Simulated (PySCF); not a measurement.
disilicic acid (H6O7Si2), SMILES O[Si](O)(O[Si](O)(O)O)O. Atoms are numbered in the order given.

```xyz
15

O      2.8593     0.4533     0.3479
Si     1.4213    -0.3427     0.4374
O      1.3921    -1.4691    -0.7597
O      1.2589    -0.9260     1.9641
O      0.1292     0.6752     0.2210
Si    -1.3853     0.4744    -0.3659
O     -1.8166     1.8367    -1.1803
O     -1.2855    -0.8923    -1.3097
O     -2.5604     0.1612     0.7338
H      3.2555     0.4548    -0.5283
H      0.5013    -1.5915    -1.1301
H      2.0478    -1.3289     2.3370
H     -1.0889     2.3461    -1.5486
H     -2.1142    -1.3542    -1.4704
H     -2.9222     0.9184     1.2027
```

Coordinates come from a PBE0-D3(BJ)/def2-SVP optimisation. Other conformers were not sampled.

All values below come from B3LYP/pcSseg-1 (PySCF).

GIAO shieldings, no solvent; atoms listed in one row are averaged. δ = σ(ref) − σ: ¹⁷O against H2O (σ = 333.8 ppm); ²⁹Si against TMS (σ = 338.7 ppm); ¹H against TMS (σ = 31.68 ppm), references at their B3LYP-D3(BJ)/def2-TZVP geometries, non-relativistic.

Task: Estimate the chemical shifts. (Estimate from the structure and the level; the computed values follow.)

Result: 
```json
[
 {"nucleus": "¹⁷O", "atoms": "O5", "count": "1", "δ (ppm)": "90.1"},
 {"nucleus": "¹⁷O", "atoms": "O3", "count": "1", "δ (ppm)": "61.9"},
 {"nucleus": "¹⁷O", "atoms": "O7", "count": "1", "δ (ppm)": "54.2"},
 {"nucleus": "¹⁷O", "atoms": "O4", "count": "1", "δ (ppm)": "52.6"},
 {"nucleus": "¹⁷O", "atoms": "O1", "count": "1", "δ (ppm)": "51.2"},
 {"nucleus": "¹⁷O", "atoms": "O8", "count": "1", "δ (ppm)": "50.0"},
 {"nucleus": "¹⁷O", "atoms": "O9", "count": "1", "δ (ppm)": "49.1"},
 {"nucleus": "²⁹Si", "atoms": "Si2", "count": "1", "δ (ppm)": "-75.0"},
 {"nucleus": "²⁹Si", "atoms": "Si6", "count": "1", "δ (ppm)": "-79.1"},
 {"nucleus": "¹H", "atoms": "H11", "count": "1", "δ (ppm)": "4.85"},
 {"nucleus": "¹H", "atoms": "H15", "count": "1", "δ (ppm)": "2.24"},
 {"nucleus": "¹H", "atoms": "H14", "count": "1", "δ (ppm)": "2.14"},
 {"nucleus": "¹H", "atoms": "H13", "count": "1", "δ (ppm)": "2.12"},
 {"nucleus": "¹H", "atoms": "H12", "count": "1", "δ (ppm)": "2.01"},
 {"nucleus": "¹H", "atoms": "H10", "count": "1", "δ (ppm)": "1.97"}
]
```
